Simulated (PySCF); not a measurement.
**Spinor energies of Al (aluminium, neutral)**

Start: [Ne] 3s1 3p1 4s1; 3s1/2 filled at m_j = +1/2; 3p3/2 filled at m_j = +3/2; 4s1/2 filled at m_j = +1/2. Calculated with PySCF 2.14 in x2c-SVPall-2c with one added diffuse shell each of s, p type (5s5p1d, 25 functions): generalised Hartree-Fock with the X2C-1e Hamiltonian and a Gaussian nucleus; one run each with spin-orbit coupling (SO) switched off, then screened by Boettger's factors. This is a chosen level, not necessarily the ground level.

```
spinor shell  electrons  ε, spin-free (eV)  ε, screened SO (eV)  weight of nominal j (screened SO)  rms radius, screened SO (bohr)
       1s1/2          2            -1599.6              -1599.6                              1.000                           0.139
       2s1/2          2            -139.15              -139.16                              1.000                           0.677
       2p3/2          4            -92.792              -92.642                              0.930                           0.673
       2p1/2          2            -92.792              -93.110                              0.859                           0.674
       3s1/2          1            -16.468              -16.470                              0.999                            2.55
       3p3/2          1             -9.823               -9.814                              1.000                            3.20
       4s1/2          1             -2.754               -2.754                              1.000                            7.30
```

```csv
quantity,spin-free,screened SO
E (hartree),-241.98339,-241.98319
M_J,5/2,5/2
⟨J²⟩,8.754,8.754
⟨L²⟩,2.004,2.004
⟨S²⟩,3.750,3.750
```

Each row is a mean over spinors that exchange with the open shell spreads, by up to 0.964 eV (2p3/2).

Rows whose weight is well below 1 are mixtures of j = l ± 1/2: exchange outweighs spin-orbit coupling there, and the label is only the starting occupation.

Without spin-orbit coupling the j labels of p, d and f shells carry no meaning; the spin-free column gives the mean over the occupied spinors of each nl shell.
